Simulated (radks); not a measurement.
Q: Isoelectronic series with 7 electrons, each ion in its NIST ground configuration. All-electron calculation, scalar-relativistic Kohn-Sham, r2SCAN, spin-unpolarised, spherical densities, finite nucleus; meta-GGA in the generalised Kohn-Sham scheme; Fermi nuclear charge, rms radius of each element as measured or else 0.836 A^(1/3) + 0.57 fm. Program: a radial shooting solver on a logarithmic mesh with Libxc functionals. Total energies (hartree) and orbital eigenvalues (Ry):

| ion | configuration | E (hartree) | 2p | 2s | 1s |
|---|---|---|---|---|---|
| N | [He] 2s2 2p3 | -54.45748 | -0.52888 | -1.44302 | -28.63875 |
| F2+ | [He] 2s2 2p3 | -97.62168 | -3.62521 | -5.12390 | -52.69450 |
| Al6+ | [He] 2s2 2p3 | -223.27451 | -15.97212 | -18.66729 | -125.1707 |
| P8+ | [He] 2s2 2p3 | -305.81383 | -25.17616 | -28.48907 | -173.5673 |
| K12+ | [He] 2s2 2p3 | -510.56212 | -49.63658 | -54.25406 | -294.8004 |
| Sc14+ | [He] 2s2 2p3 | -632.89890 | -64.89907 | -70.21811 | -367.7144 |

Estimate the row of Cl10+ ([He] 2s2 2p3).

A: E (hartree) -401.55660; 2p -36.39692; 2s -40.34831; 1s -230.0988.
